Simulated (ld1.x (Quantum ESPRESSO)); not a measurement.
zinc (Zn), PAW: configuration errors across variants

| Item | Value |
| --- | --- |
| Element | Zn (Z = 30) |
| Generator | ld1.x (Quantum ESPRESSO) 7.5 |
| Type | PAW |
| Functional | PBE |
| Relativity | scalar-relativistic |
| Frozen core | [Ar] |
| Valence charge | 12 |
| Reference configuration | 3d10 4s2 4p0 |
| Partial waves | 4s (bound): rcut 1.50, rcutus 1.70 bohr; 4s channel at 0.05 Ry: rcut 1.50, rcutus 1.70 bohr; 4p (bound, empty): rcut 3.45, rcutus 3.95 bohr; 4p channel at 2.75 Ry: rcut 3.45, rcutus 3.95 bohr; 3d (bound): rcut 0.95, rcutus 1.10 bohr; 3d channel at 0.35 Ry: rcut 0.95, rcutus 1.10 bohr |
| Local potential | all-electron potential smoothed inside 1.95 bohr (lloc = -2) |
| Core correction | Bessel-smoothed model core, default radius (core density twice the valence density) |
| Augmentation charge | BESSEL, radius 0.85 bohr |

All-electron excitation energies from the reference (eV): (1) 3d10 4s1 4p0 9.888; (2) 3d10 4s0 4p0 28.331; (3) 3d9 4s0 4p0 68.865; (4) 3d10 4s0 4p2 10.558; (5) 3d10 4s1.5 4p0 3.941.

Tests that are not counted but printed errors over 1 eV. “base”: 3d9 4s2 4p1 (solver errors, printed error -1736 eV); 3d9 4s2 4p0 (solver errors, printed error -1407 eV). “augmentation PSQ, inside the norm-conserving radii”: 3d9 4s2 4p1 (solver errors, printed error -1653 eV); 3d9 4s2 4p0 (solver errors, printed error -1407 eV).

4 further variants failed, have other tests or another functional or relativity, and are left out.

A true bound ghost makes a file unfit for plane-wave use even where its test errors are small: the radial tests pick states by their node count and pass the ghost by.

Errors AE − PS in meV (a dash: test not solved or not reliable):

```csv
change,(1),(2),(3),(4),(5),bound ghosts
base,-2.9,-12,-173,+2.1,-0.9,none
"waves 3d (bound): rcut 0.95, rcutus 1.54 bohr; 3d channel at 0.35 Ry: rcut 0.95, rcutus 1.54 bohr",-3.0,-13,-175,+2.3,-0.8,none
"waves 4s (bound): rcut 1.50, rcutus 2.20 bohr; 4s channel at 0.05 Ry: rcut 1.50, rcutus 2.20 bohr",-1.6,-7.1,-174,+7.6,-0.5,none
"augmentation PSQ, inside the norm-conserving radii",-2.9,-13,-175,+3.7,-0.9,none
"wave 4s channel at 0.05 Ry: rcut 1.50, rcutus 1.70 bohr becomes 4s channel at -0.33 Ry: rcut 1.50, rcutus 1.70 bohr",-3.2,-12,-173,+2.1,-1.0,none
local potential all-electron potential smoothed inside 2.05 bohr (lloc = -2),-3.1,-13,-176,+1.3,-0.9,s
```

(1) Give the same row for: waves 4p (bound): rcut 3.45, rcutus 4.16 bohr; 4p channel at 2.75 Ry: rcut 3.45, rcutus 4.16 bohr.

Answers

(1) -2.9, -12, -173, +12, -0.9; bound ghosts: none.
